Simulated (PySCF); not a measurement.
**Electronic structure of Mg⁺ (magnesium, charge +1) at the UHF level**

Configuration: [Ne] 3d1, 2D determinant (an excited configuration). All numbers are calculated (PySCF 2.14, no relativity, point nucleus, in dyall-av3z (20s13p6d4f, 117 functions)).

- Total energy: -199.046604 hartree
- One-electron energy: -273.8529 hartree
- Hartree (Coulomb) energy: 90.5940 hartree
- Exchange energy: -15.7877 hartree
- Kinetic energy: 199.10903 hartree
- ⟨S²⟩: 0.7500
- ⟨L²⟩: 6.000
- Sum of ⟨r⟩: 10.21 bohr
- Sum of ⟨r²⟩: 26.87 bohr²
- Traceless quadrupole moment −½Σ⟨3z² − r²⟩ along its main axis: 6.32 e·bohr²
- Density at the nucleus (Gaussians lack the cusp): 1090 bohr⁻³
- Spin density at the nucleus: -0.0120 bohr⁻³
- Langevin diamagnetic susceptibility: -21.3 ×10⁻⁶ cm³/mol

```tsv
shell	electrons	mean orbital energy (hartree)	spread (hartree)	rms radius, mean of both spins (bohr)
1s β	1	-49.51783	0	0.152
1s α	1	-49.51758	0	0.152
2s α	1	-4.23111	0	0.756
2s β	1	-4.23104	0	0.756
2p α	3	-2.75456	0.00165	0.768
2p β	3	-2.75436	0.00214	0.768
3d α	1	-0.21600	0	4.71
```

The outer electron is Rydberg-like, and this basis confines it to a smaller radius and binds it less than a complete one would.

Spin-orbit constants ζ (cm⁻¹) from the X2C one-electron operator on these orbitals (non-relativistic here): bare nucleus, nucleus screened by l(l+1)(2l+1)/3 electrons, and screened by the Breit-Pauli mean field of the electrons.

```
shell   bare  screened nucleus  mean field
   2p   1745              1454        1323
   3d  2.095            0.3492      0.2634
```

To first order the Landé constant is A = 0.2634 cm⁻¹, so the lowest level has J = 3/2 and lies 4.90e-05 eV below the centre of the term.
